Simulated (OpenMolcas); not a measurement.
Ions of charge +2 along the 3d row on the Ca site of CaO

```
Program             : OpenMolcas 26.06
Method              : CASSCF
Spin-orbit coupling : state interaction with AMFI integrals over the reference wave functions
```

The d shell is active. Each dopant is a cluster with its nearest anions in model potentials and point charges, with no relaxation. Distances were set from a Shannon-type radius of the metal (high-spin where two are listed) plus a fixed donor radius (O 1.38 Å), in hosts weighted 0.65 to 0.35 with the host's distance in the model lattice. Ligand basis ANO-RCC-VDZP, DKH2 Hamiltonian. States (labels of O, the rotations of Oh). Energies in cm-1 above the lowest state or level, χT in cm3 K/mol; under a threefold ground state the first gap can be a small split of the lowest multiplet, not the spin-orbit step; 10Dq and B are least-squares fits to the states below 45000 cm-1, weighted by degeneracy, with a free offset, and given where the rms deviation is under 5 % of |10Dq| (or 100 cm-1) and under 700 cm-1. Spin-only χT is S(S+1) / 2 for the spin of the ground state.

```tsv
Ion	Shell	R (Å)	Metal basis	Ground state	First state of that spin	10Dq	B (rms of fit)	First gap with spin-orbit (degeneracies)	χT at 300 K	First state of another spin	Spin-only χT
Ti2+	3d2	2.298	ANO-RCC-VTZP	3T1	3T2 12108	14107	803 (297)	2.0 (2, 3)	1.101	1T2 11078	1.000
V2+	3d3	2.252	ANO-RCC-VTZP	4A2	4T2 11389	11866	892 (215)	11324 (4, 2)	1.856	2E 15923	1.875
Cr2+	3d4	2.259	ANO-RCC-VTZP	5E	5T2 9119			5.2 (1, 3)	2.962	3T1 12153	3.000
Co2+	3d7	2.223	ANO-RCC-VTZP	4T1	4T2 5492	6326	1198 (61)	354.0 (2, 4)	3.629	2E 15306	1.875
Cu2+	3d9	2.213	ANO-RCC-VTZP	2E	2T2 5132	5132		4500 (4, 2)	0.648		0.375
```

Among the 4 ions with a close fit, |10Dq| is smallest for Cu2+ (5132 cm-1) and largest for Ti2+ (14107 cm-1). The error differs from ion to ion, so this order need not be the real one.

B goes from 803 cm-1 (Ti2+) to 1198 cm-1 (Co2+).

Every ion keeps the highest spin of its shell. χT departs most from the spin-only value for Co2+, by +1.754 cm3 K/mol.

Ligand-to-metal charge-transfer states are missing. With metal d orbitals alone and no dynamic correlation 10Dq can be off by a tenth to a fifth, either way, in oxide and fluoride hosts. An orbital triplet at a regular site is open to Jahn-Teller coupling, which can distort the site and quench the lowest spin-orbit gaps and is left out (holds for Ti2+; Co2+). Without dynamic correlation the repulsion within the d shell is too large (B by tens of per cent), so at a given field states of lower spin stand too high (holds for Ti2+; V2+; Cr2+; Co2+). With no ligand orbital active B as a rule stays too high, so bands that hang on it stand too high and its fall with covalency is understated (holds for Ti2+; V2+; Cr2+; Co2+). An orbital doublet at a regular site is open to a Jahn-Teller distortion, which this geometry leaves out (holds for Cr2+; Cu2+). No measured value stands beside these numbers; the geometry was set by hand and not optimised.
